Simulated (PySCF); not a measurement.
# Working out the ionisation energy of Cr+

Cr+ [Ar] 3d5 (6S) → Cr(2+) [Ar] 3d4 (5D). Computed with PySCF 2.14 in cc-pVDZ-DK, with scalar relativity by spin-free X2C-1e. Frozen: [Ar]. Energies in hartree (1 hartree = 27.21139 eV):

| part | Cr+ (lower) | Cr(2+) (upper) |
| --- | --- | --- |
| UHF | -1049.432612 | -1048.878981 |
| MP2 opposite-spin | 0.000000 | 0.000000 |
| MP2 same-spin | -0.065457 | -0.031371 |

Question: What does Hartree-Fock give?

Answer: (-1048.878981) − (-1049.432612) = 0.553631 hartree = 15.065 eV.

Question: What do MP2 and SCS-MP2 (6/5 opposite-spin, 1/3 same-spin) give?

Answer: The opposite-spin parts differ by 0.000 eV and the same-spin parts by 0.928 eV. MP2: 15.065 + (0.000) + (0.928) = 15.993 eV. SCS-MP2: 15.065 + 1.2 × (0.000) + (0.928)/3 = 15.374 eV.

Reference: 16.486 eV (measured; NIST Atomic Spectra Database, ionization energies), between the lowest levels; spin-orbit coupling is absent from the calculation.

A double-zeta basis recovers only part of the correlation energy.

What remains against the reference includes basis incompleteness, the frozen core and correlation beyond second order.
